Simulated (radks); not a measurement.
Results of a calculation; reference values are marked as such.
The erbium ion Er+ inside a hard spherical wall (all orbitals vanish at R), configuration held at [Xe] 4f12 6s1 and not refilled when levels cross. Level of theory: scalar-relativistic Kohn-Sham, PBE, spin-polarised, spherical densities, point nucleus; open shells are filled with parallel spins first (spin-orbit coupling, left out, can overturn this in heavy ions) (a radial shooting solver on a logarithmic mesh with Libxc functionals). Eigenvalues in eV for spin up, with the zero of energy where the potential of the charges vanishes at infinity; a dash marks a level that is unbound or too diffuse for the functional's potential to be trusted. A positive occupied level is held by the wall or, in an anion where self-interaction has pushed it up, behind a barrier. The pressure on the wall is -dE/dV.

| R (bohr) | E (hartree) | kinetic (hartree) | e(5s) | e(5p) | e(4f) | e(6s) | e(5d, empty) | e(6p, empty) | pressure (GPa) |
|---|---|---|---|---|---|---|---|---|---|
| free | -13086.1702 | 14189.599 | -58.904 | -33.330 | -10.396 | -9.424 | -6.975 | -5.770 | 0 |
| 20 | -13086.1702 | 14189.599 | -58.904 | -33.330 | -10.396 | -9.424 | -6.975 | -5.770 | < 0.0001 |
| 12 | -13086.1701 | 14189.599 | -58.902 | -33.329 | -10.394 | -9.423 | -6.974 | -5.759 | 0.000315 |
| 10 | -13086.1699 | 14189.601 | -58.888 | -33.314 | -10.380 | -9.410 | -6.959 | -5.692 | 0.00697 |
| 5 | -13086.0690 | 14190.118 | -57.361 | -31.872 | -8.804 | -6.118 | -4.972 | 0.610 | 11.2 |
| 3 | -13084.5154 | 14196.879 | -48.962 | -23.331 | 1.293 | 25.848 | 9.154 | 43.815 | 757 |
| 2.5 | -13081.8947 | 14207.609 | -39.510 | -12.457 | 12.666 | 64.076 | 25.358 | 89.274 | 3270 |
